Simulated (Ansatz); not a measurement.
Frontier orbitals of `C[O][Mo]([OH])([F])([F])([F])[Cl]`.

```xyz
12

C     0.018    0.416    1.946
O     0.390   -0.338    0.835
Mo    0.321   -0.421   -0.957
O    -1.505   -0.052   -0.778
F    -0.059   -0.222   -2.759
F     2.068   -0.839   -1.382
F     0.060   -2.247   -1.024
Cl    0.972    1.802   -0.965
H    -1.073    0.492    1.967
H     0.459    1.413    1.842
H     0.387   -0.076    2.847
H    -2.037    0.072   -1.573
```

The species carries charge 0 and has multiplicity 1. Correlated methods include outer-core shells of Mo, which these sets cover unevenly. Mo: def2 effective core potential. The structure was optimised at the PBE0-D4/def2-TZVP level. It is one conformer, not always the lowest. Basis def2-TZVPP, the Gaussian-basis code of Ansatz.

A caution on the coupled-cluster cation, which keeps the state that its UHF reference found: large T1 diagnostic of the cation; spin contamination of the cation.

| functional | HOMO (eV) | LUMO (eV) | gap (eV) |
| --- | --- | --- | --- |
| LDA (SPW92) | -7.82 | -4.98 | 2.84 |
| PBE | -7.63 | -4.78 | 2.85 |
| PBE0 | -9.11 | -4.33 | 4.78 |
| B3LYP | -8.84 | -4.53 | 4.31 |
| r2SCANh | -8.56 | -4.72 | 3.84 |
| ωB97X-V | -11.47 | -2.31 | 9.16 |
| ωB97M-V | -11.35 | -2.31 | 9.04 |

Question: What is the vertical ionisation energy at frozen-core CCSD(T)/def2-TZVPP? (Best estimate.)

Answer: Computed: 11.14 eV (T1 of the cation 0.055).

A quarter of exact exchange (PBE0) shifts PBE's HOMO by −1.48 eV and its LUMO by +0.45 eV; full exchange at long range (ωB97M-V) shifts them by −3.72 and +2.48 eV. The gap opens from 2.85 to 9.04 eV, since occupied levels lose self-interaction and empty ones feel all the electrons. −ε(HOMO) differs from that ionisation energy by −3.51 eV with PBE and +0.20 eV with ωB97M-V.

B3LYP here is the variant with VWN-RPA as its local correlation; programs differ in this.
